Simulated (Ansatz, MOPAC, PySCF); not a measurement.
Dimer: HF (SMILES F) (first 2 atoms) with HCl (SMILES Cl); geometry from B3LYP-D3(BJ)/def2-TZVP, rigid monomers moved along the line of their centres of mass till H2···Cl3 is 3.20 Å.
(charge 0, multiplicity 1):
```xyz
4

F     -0.01249    -0.08389    -0.13914
H      0.15444     0.13382     0.75091
Cl    -0.04172     0.63859     3.90958
H     -1.25638     0.22118     3.89076
```

Interaction energies are E(AB) − E(A) − E(B) at the monomers' geometry in the complex; basis-set methods are counterpoise corrected. Rows marked so take none.

Cores are frozen in the correlated methods. CBS(a, b) extrapolates the correlation energy as X⁻³ and adds the Hartree–Fock energy of set b. Rows in 3-21G, 6-311+G**, 6-31G* carry no dispersion term and start afresh at each structure (6-31G* with six Cartesian d functions). MP2/6-31G* freezes PySCF's default core. The state that PM3 reach isn't checked.

Programs: Ansatz (a program for electronic structure); MOPAC for PM3 (differences of heats of formation); PySCF for 3-21G rows, 6-311+G** rows, 6-31G* rows, the dispersion terms. 

Other levels give for the interaction energy: PBE/def2-TZVPPD -1.46; B3LYP/def2-TZVPPD -1.18; B3LYP-D3(BJ)/def2-TZVPPD -1.52; wB97M-V/def2-TZVPPD -1.42; CCSD(T)/CBS(aug-cc-pV(T+d)Z, aug-cc-pV(Q+d)Z) -1.43 kcal/mol.

Common cheap choices:

```json
[
 {"level": "PM3", "interaction energy (kcal/mol)": "-0.41", "less -1.43 (CCSD(T)/CBS(aug-cc-pV(T+d)Z, aug-cc-pV(Q+d)Z))": "1.02"},
 {"level": "HF/6-31G* (no counterpoise)", "interaction energy (kcal/mol)": "-1.29", "less -1.43 (CCSD(T)/CBS(aug-cc-pV(T+d)Z, aug-cc-pV(Q+d)Z))": "0.14"},
 {"level": "BP86/6-31G* (no counterpoise)", "interaction energy (kcal/mol)": "-1.17", "less -1.43 (CCSD(T)/CBS(aug-cc-pV(T+d)Z, aug-cc-pV(Q+d)Z))": "0.26"},
 {"level": "B3LYP/3-21G (no counterpoise)", "interaction energy (kcal/mol)": "-1.57", "less -1.43 (CCSD(T)/CBS(aug-cc-pV(T+d)Z, aug-cc-pV(Q+d)Z))": "-0.14"},
 {"level": "B3LYP/6-31G* (no counterpoise)", "interaction energy (kcal/mol)": "-1.43", "less -1.43 (CCSD(T)/CBS(aug-cc-pV(T+d)Z, aug-cc-pV(Q+d)Z))": "0.00"},
 {"level": "B3LYP/6-311+G** (no counterpoise)", "interaction energy (kcal/mol)": "-1.33", "less -1.43 (CCSD(T)/CBS(aug-cc-pV(T+d)Z, aug-cc-pV(Q+d)Z))": "0.10"},
 {"level": "M06-2X/6-31G* (no counterpoise)", "interaction energy (kcal/mol)": "-1.52", "less -1.43 (CCSD(T)/CBS(aug-cc-pV(T+d)Z, aug-cc-pV(Q+d)Z))": "-0.09"},
 {"level": "MP2/6-31G* (no counterpoise)", "interaction energy (kcal/mol)": "-1.48", "less -1.43 (CCSD(T)/CBS(aug-cc-pV(T+d)Z, aug-cc-pV(Q+d)Z))": "-0.05"}
]
```
